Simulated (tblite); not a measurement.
C3H7Cl2FSi.
Z-matrix (Å and degrees, GFN2-xTB geometry), rows numbered from 1:
```
F 
C   1  1.3639
Cl  2  1.7856  1  108.02
Si  2  1.9336  1  110.61  3  -118.62
C   4  1.9060  2  105.20  1  -173.04
C   5  1.5147  4  111.09  2  -160.40
Cl  6  1.7816  5  109.66  4   -47.61
H   2  1.0933  1  106.31  3   114.08
H   4  1.4602  2  106.46  1    68.09
H   4  1.4621  2  105.98  1   -52.85
H   5  1.0910  4  109.56  2    78.90
H   5  1.0909  4  111.53  2   -39.41
H   6  1.0893  5  111.37  4    69.74
H   6  1.0903  5  112.64  4  -166.60
```

Computed with GFN2-xTB (tblite): harmonic, unscaled wavenumbers at the GFN2-xTB geometry, gas phase. Against measured fundamentals such values can be off by several per cent, at times by over 20. Modes of hydrogen on silicon can be 10 to 20 % off. One conformer, not necessarily the lowest.

Harmonic wavenumbers (cm⁻¹): 30.9, 46.9, 66.2, 102.4, 174.7, 196.8, 274.7, 365.8, 381.8, 455.2, 564.5, 649.3, 665.4, 691.1, 727.4, 735.9, 756.5, 795.4, 926.7, 1030.7, 1052.2, 1102.2, 1141.1, 1159.6, 1258.0, 1260.7, 1280.4, 1445.6, 1457.6, 2290.5, 2307.7, 2925.9, 2975.1, 2980.5, 2990.4, 2992.9.

A = 3176, B = 599.8, C = 530.0 MHz; mass 159.968 u (most abundant isotopes); point group C1, symmetry number 1.

Q: What is the zero-point energy?

A: ½Σν̃ = 20129 cm⁻¹ = 240.80 kJ/mol.

Q: Give the ideal-gas entropy at 273.15 K and 1 bar in the rigid-rotor, harmonic-oscillator model (classical rotation).

A: Translation 170.33, rotation 125.03, vibration 118.22: S = 413.6 J/(mol K).

Q: And Cp and H(273.15 K) − H(0)?

A: Cp = 137.93 J/(mol K), of which vibrations give 104.67 (their classical limit is 36 R = 299.3); H(273.15 K) − H(0) = 24.64 kJ/mol without the zero-point energy, 15.55 from vibrations.

Q: How do the functions run with temperature in this model?

A: 
```
T (K)  S (J/(mol K))  Cp (J/(mol K))  H − H(0) (kJ/mol)  G − H(0) (kJ/mol)  ln q(vib)
  100          309.6            79.3               5.88             -25.08       2.66
  200          374.7           112.7              15.46             -59.48       5.49
  300          426.9           146.8              28.46             -99.62       8.04
  500          515.4           200.1              63.55            -194.14      12.76
  800          620.7           246.9             131.31            -365.24      19.09
 1000          678.0           266.5             182.76            -495.25      22.85
```

q(vib) and H(0) count from the zero-point level.

Q: Which modes carry the vibrational entropy at 273.15 K?

A: 30.9 cm⁻¹: 23.42; 46.9 cm⁻¹: 19.96; 66.2 cm⁻¹: 17.12; 102.4 cm⁻¹: 13.55; 174.7 cm⁻¹: 9.29; 196.8 cm⁻¹: 8.38 J/(mol K); the other 30 give 26.51 together.

Hindered rotation and anharmonicity are outside this model. Other conformers, if any are populated, would add a mixing term that is left out. The structure is chiral; the term R ln 2 for an equal mix with its mirror image is left out.
